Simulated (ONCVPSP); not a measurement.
Pseudopotential generation for Ti: ONCV, PBE, scalar-relativistic.

ONCVPSP 4.0.1 input, shortened (lines: element, Z, core and valence counts, functional; n l f; lmax; l rc ep ncon nbas qcut; lloc lpopt rc5 dvloc0; l nproj debl; icmod fcfact rcfact), PBE, scalar-relativistic:

```
  Ti 22.00    3    4        4      upf
    1    0    2.00
    2    0    2.00
    2    1    6.00
    3    0    2.00
    3    1    6.00
    3    2    2.00
    4    0    2.00
    2
    0    1.95    0.00    4    7    6.40
    1    1.05    0.00    3    7    6.80
    2    1.40    0.00    4    9   11.80
    4    4    1.00    2.00
    0    2    3.90
    1    2    2.50
    2    2    1.10
    0    0.00    0.00
```

- Cutoffs needed: 47 Ha and 97 Ha (the cutoffs (Ha) at which the residual kinetic energy of the hardest occupied pseudo-wave falls to 1 and 0.1 mHa per electron)
- Ghost test: no bound ghost flagged; no localised positive-energy state flagged
- Largest excitation error: +8.1 meV (all-electron minus pseudo) for 3s2 3p6 3d1 4s0, out of 4 test configurations
